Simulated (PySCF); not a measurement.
GeH2O2Si, BGeH3NO (calculated)

Computed with PySCF 2.14.0. Calculation on a computer-drawn molecule: optimised geometry and harmonic frequencies of an isolated molecule of the commonest isotopes, restricted reference for singlets and unrestricted otherwise, frozen core in MP2; on germanium a core potential holds 10 electrons, which the energies leave out, and 3d is frozen in MP2 and coupled-cluster steps.

Common to all runs: multiplicity 1; basis and core potential on germanium cc-pVDZ-PP ECP10MDF.

```yaml
- entry: 1
  formula: GeH2O2Si
  start_structure:
    atoms_angstrom:
      - [O, 0.069, -0.6065, -0.0127]
      - [Si, -0.8209, -0.3039, -1.1798]
      - [O, -1.4812, 1.1482, -1.5011]
      - [Ge, -1.6273, -1.8587, -2.8918]
      - [H, -1.2847, 1.8754, -0.9227]
      - [H, -0.3857, -1.4917, -3.7984]
  given:
    charge: 0
    method: MP2
    basis: "cc-pV(D+d)Z"
    drawn_bonds_atom: [1, 2, 2, 3, 4]
    drawn_bonds_other_atom: [2, 3, 4, 5, 6]
    drawn_bonds_order: [2, 1, 1, 1, 1]
  results:
    optimised_atom_element: [O, Si, O, Ge, H, H]
    "optimised_atom_x [angstrom]": [0.1078, -0.8103, -1.513, -1.658, -1.279, -0.3793]
    "optimised_atom_y [angstrom]": [-0.6253, -0.3168, 1.139, -1.842, 1.865, -1.458]
    "optimised_atom_z [angstrom]": [0.02419, -1.174, -1.544, -2.902, -0.9427, -3.768]
    "modes_frequency [cm^-1]": [78.12, 196.4, 211.2, 216.9, 382.8, 434.5, 587.4, 800.4, 878.2, 1200, 1975, 3819]
    "modes_reduced_mass [dalton]": [11.22, 1.076, 10.76, 4.272, 6.537, 1.227, 1.119, 2.329, 2.176, 19.38, 1.021, 1.066]
    "rotational_constants [GHz]": [7.27, 1.782, 1.452]
    "total_energy [hartree]": -733.7706
    "convergence_status_largest_gradient_component [hartree/bohr]": 1.794e-05
- entry: 2
  formula: BGeH3NO
  start_structure:
    atoms_angstrom:
      - [O, -0.6986, -1.8354, -3.2828]
      - [B, -0.4058, -1.5239, -2.0898]
      - ["N", -0.0755, -1.1686, -0.8907]
      - [Ge, 0.3994, -0.5462, 0.6218]
      - [H, -1.0003, -2.2528, -4.0884]
      - [H, 1.1497, 0.7241, 0.7365]
      - [H, -0.1026, -1.3638, 1.817]
  given:
    charge: 1
    method: HF
    basis: cc-pVDZ
    drawn_bonds_atom: [1, 2, 3, 1, 4, 4]
    drawn_bonds_other_atom: [2, 3, 4, 5, 6, 7]
    drawn_bonds_order: [1, 2, 1, 1, 1, 1]
  results:
    optimised_atom_element: [O, B, "N", Ge, H, H, H]
    "optimised_atom_x [angstrom]": [-0.5879, -0.3534, -0.09496, 0.3375, -1.078, 1.135, -0.0913]
    "optimised_atom_y [angstrom]": [-1.659, -1.413, -1.125, -0.598, -2.423, 0.6724, -1.421]
    "optimised_atom_z [angstrom]": [-3.424, -2.186, -0.9662, 0.5875, -3.706, 0.7428, 1.775]
    "modes_frequency [cm^-1]": [75.56, 100.6, 228.0, 453.9, 522.7, 552.6, 673.1, 733.1, 920.9, 940.3, 1326, 2104, 2351, 2371, 4096]
    "modes_reduced_mass [dalton]": [5.598, 6.584, 1.079, 3.648, 10.7, 13.11, 1.15, 1.073, 1.249, 1.098, 11.12, 10.95, 1.014, 1.028, 1.068]
    "rotational_constants [GHz]": [120.4, 1.617, 1.596]
    "total_energy [hartree]": -448.9388
    "convergence_status_largest_gradient_component [hartree/bohr]": 3.883e-05
- entry: 3
  formula: BGeH3NO
  start_structure:
    atoms_angstrom:
      - [O, -0.5879, -1.659, -3.4237]
      - [B, -0.3534, -1.4126, -2.1859]
      - ["N", -0.095, -1.1249, -0.9662]
      - [Ge, 0.3375, -0.598, 0.5875]
      - [H, -1.0783, -2.4235, -3.7059]
      - [H, 1.1346, 0.6724, 0.7428]
      - [H, -0.0913, -1.4211, 1.775]
  given:
    charge: 1
    method: MP2
    basis: cc-pVDZ
    drawn_bonds_atom: [1, 2, 3, 1, 4, 4]
    drawn_bonds_other_atom: [2, 3, 4, 5, 6, 7]
    drawn_bonds_order: [1, 2, 1, 1, 1, 1]
  results:
    optimised_atom_element: [O, B, "N", Ge, H, H, H]
    "optimised_atom_x [angstrom]": [-0.5911, -0.3555, -0.07635, 0.3463, -1.1, 1.146, -0.1036]
    "optimised_atom_y [angstrom]": [-1.659, -1.417, -1.103, -0.5867, -2.452, 0.6917, -1.439]
    "optimised_atom_z [angstrom]": [-3.464, -2.205, -0.9731, 0.6138, -3.703, 0.7717, 1.783]
    "modes_frequency [cm^-1]": [42.79, 85.5, 272.8, 394.4, 462.9, 515.7, 631.5, 673.3, 873.1, 888.7, 1256, 2014, 2277, 2310, 3827]
    "modes_reduced_mass [dalton]": [5.861, 7.277, 1.102, 4.136, 8.431, 12.36, 1.133, 1.073, 1.137, 1.175, 10.67, 10.89, 1.014, 1.028, 1.067]
    "rotational_constants [GHz]": [117.2, 1.569, 1.548]
    "total_energy [hartree]": -449.4286
    "convergence_status_largest_gradient_component [hartree/bohr]": 2.112e-05
```
